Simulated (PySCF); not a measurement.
C7H5N, SMILES c1c(cccc1)C#N, GFN2-xTB optimised geometry.

```
13

N     -1.97    -2.78     0.00
C     -1.39    -1.78     0.00
C     -0.69    -0.56     0.00
C     -1.39     0.65     0.00
C     -0.70     1.84     0.00
C      0.69     1.84     0.00
C      1.39     0.64     0.00
C      0.71    -0.56     0.00
H     -2.47     0.63     0.00
H     -1.24     2.77     0.00
H      1.23     2.78     0.00
H      2.47     0.65     0.00
H      1.24    -1.50     0.00
```

Density from PBE0/def2-TZVP (PySCF) at that geometry.

Minimum of the electron density along straight lines between bonded atoms, close to the bond critical point (lines longer than 1.1 times the sum of covalent radii, or with two minima, are not listed):

| bond | length / Å | ρ at the minimum / e bohr⁻³ | ∇²ρ there / e bohr⁻⁵ | position (fraction from the first atom) |
|---|---|---|---|---|
| N1–C2 | 1.146 | 0.500 | … | 0.66 |
| C2–C3 | 1.414 | 0.295 | -0.89 | 0.54 |
| C3–C4 | 1.395 | 0.315 | -0.92 | 0.51 |
| C4–C5 | 1.382 | 0.324 | -0.97 | 0.50 |
| C5–C6 | 1.386 | 0.321 | -0.96 | 0.50 |
| C6–C7 | 1.386 | 0.321 | -0.96 | 0.50 |
| C3–C8 | 1.395 | 0.315 | -0.92 | 0.51 |
| C7–C8 | 1.382 | 0.324 | -0.97 | 0.50 |
| C4–H9 | 1.080 | 0.289 | -1.05 | 0.65 |
| C5–H10 | 1.080 | 0.289 | -1.04 | 0.65 |
| C6–H11 | 1.080 | 0.289 | -1.04 | 0.65 |
| C7–H12 | 1.080 | 0.289 | -1.04 | 0.65 |
| C8–H13 | 1.080 | 0.289 | -1.05 | 0.65 |

### Question
Fill in the missing entries.

### Answer

- N1–C2, ∇²ρ there / e bohr⁻⁵: -0.05
